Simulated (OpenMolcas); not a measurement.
# Ru II: thermal populations, the spin-orbit constant, worked from levels

```
Program             : OpenMolcas
Basis               : ANO-RCC-VDZP [6s5p3d1f]
Scalar Hamiltonian  : DKH2, point nucleus
Active space        : 7 electrons in 5 orbitals (4d)
State averaging     : 2S+1 = 4 even, 10 roots; 2S+1 = 2 even, 40 roots
Spin-orbit coupling : state interaction with AMFI integrals over the reference wave functions, term energies averaged over their components
```

Methods: CASSCF; MS-CASPT2, IPEA 0.25 Eh, imaginary shift 0.1 Eh (closed shells correlated: 4s 4p). Measured levels: NIST Handbook of Basic Atomic Spectroscopic Data.

**Thermal populations.** Z = Σ (2J + 1) exp(-E/kT) with k = 0.695035 cm-1/K, over the levels below. No other level of either list lies under 8210 cm-1, which is above 7 kT at each temperature.

```json
{"Level": "4d7 4F 9/2", "2J + 1": "10", "MS-CASPT2": "0.0", "measured": "0.0"}
{"Level": "4d7 4F 7/2", "2J + 1": "8", "MS-CASPT2": "1558", "measured": "1523"}
{"Level": "4d7 4F 5/2", "2J + 1": "6", "MS-CASPT2": "2580", "measured": "2494"}
{"Level": "4d7 4F 3/2", "2J + 1": "4", "MS-CASPT2": "3240", "measured": "3104"}
```

| T (K) | Z, MS-CASPT2 | Z, measured levels | Ground level (%), MS-CASPT2 | Ground level (%), measured levels |
| --- | --- | --- | --- | --- |
| 1000 | 11.035 | 11.106 | 90.6 | 90.0 |

At 1000 K, kT = 695 cm-1, and the computed levels give Z = 10.000 + 0.850 + 0.147 + 0.038 = 11.035.

**The spin-orbit constant.** For the Hund term 4F of d7, E(J) = (A/2) J(J+1) + constant and ζ = -2S·A = -3A. From J = 3/2 to J = 9/2 the energy changes by 10.5 A.

```tsv
Source	E(9/2) - E(3/2)	A	ζ
CASSCF	-3268.3	-311.3	934
MS-CASPT2	-3236.6	-308.2	925
measured	-3104.2	-295.6	887
```

All in cm-1. MS-CASPT2 is off by +4.3 % and CASSCF by +5.3 %. Both methods take the spin-orbit matrix elements from the reference wave functions, so the second can move ζ only through the term energies and any multistate remixing. Second-order mixing with other terms is absorbed into this ζ.

Term energies are means over components that CASPT2 splits; among the terms shown or strongly mixed into the levels shown the widest spread is 670 cm-1 (4d7 4F, MS-CASPT2). Configurations with an s electron lie low at this charge and mix in, so terms can be misplaced. Without dynamic correlation excited terms often stand tens of per cent too high (terms of higher spin than the ground term too low), and those without a measured partner can miss by more than the paired ones (holds for CASSCF). Measured partners are found by configuration, term and J. A level has none where our copy of the source lacks it or the pairing is in doubt (some pairs that miss far off the trend of their configuration count as doubtful), and it then counts in no deviation. Levels of configurations outside the active space are missing.
